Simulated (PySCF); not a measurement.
C₃H₈O₂Si₂.
Structure used (GFN2-xTB), in Å, numbered top down from 1:
```xyz
15
C3H8O2Si2 angstrom
C      2.9568   -1.8769   -0.1626
C      2.0220   -0.8065   -0.4310
C      1.2408    0.0844   -0.6528
Si     0.0333    1.4436   -0.9780
O     -1.4013    1.0673   -0.3177
Si    -2.3729    0.6158    0.8977
O     -3.8970    0.5589    0.3509
H      3.8400   -1.4841    0.3414
H      3.2630   -2.3480   -1.0966
H      2.4892   -2.6268    0.4754
H     -0.2641    1.5518   -2.4075
H      0.5079    2.6834   -0.3600
H     -1.9079   -0.6960    1.3379
H     -2.4126    1.6493    1.9173
H     -4.1016    0.1917   -0.5052
```

Method: PySCF 2.14.0, density-fitted response routines, TDDFT B3LYP/def2-SVPD, vertical, gas phase, core orbitals frozen in the response.

Orbital energies (eV): HOMO-3 -8.88, HOMO-2 -8.27, HOMO-1 -7.69, HOMO -7.57, LUMO -0.46, LUMO+1 0.10, LUMO+2 0.22.

Lowest singlets, with some entries withheld (?).

| state | λ (nm) | f | main configurations (H = HOMO, L = LUMO) |
| --- | --- | --- | --- |
| S1 | 215.2 | 0.0000 | H→L (92%) |
| S2 | 203.9 | 0.0092 | H-1→L (61%), H→L+2 (17%), H→L+1 (16%) |
| S3 | 196.8 | 0.0001 | H-1→L+2 (45%), H-1→L+1 (43%), H-1→L+3 (8%) |
| S4 | 180.2 | 0.0018 | H→L+3 (79%), H→L+2 (18%) |
| S5 | ? | 0.0012 | H-2→L (91%) |
| S6 | ? | 0.022 | H-1→L+3 (78%), H-1→L+2 (17%) |
| S7 | ? | 0.018 | H→L+1 (64%), H→L+2 (23%) |
| S8 | ? | 0.024 | H-1→L+1 (48%), H-1→L+2 (29%), H-1→L+3 (10%) |

**Question.** What stands in place of each question mark?

**Answer.** 
- S5: λ = 178.9 nm
- S6: λ = 177.4 nm
- S7: λ = 173.4 nm
- S8: λ = 171.1 nm

**Question.** Where do the lowest triplets lie (Tamm–Dancoff)?

**Answer.** T1 5.00 eV, H-1→L (58%), H→L+2 (12%), H→L+1 (10%); T2 5.33 eV, H→L (71%), H-1→L+2 (9%); T3 5.43 eV, H→L+2 (33%), H→L+1 (27%), H-1→L (25%). E(S1) − E(T1) = +0.76 eV.

**Question.** How far apart are S1 and S5, in eV and cm⁻¹?

**Answer.** 6.930 − 5.760 = 1.170 eV, or about 9430 cm⁻¹.

**Question.** What is the mean static polarisability from the same response equations?

**Answer.** 92.6 au (13.72 Å³), with principal values 75.2, 83.1 and 119.5 au.

One conformer stands for the species.
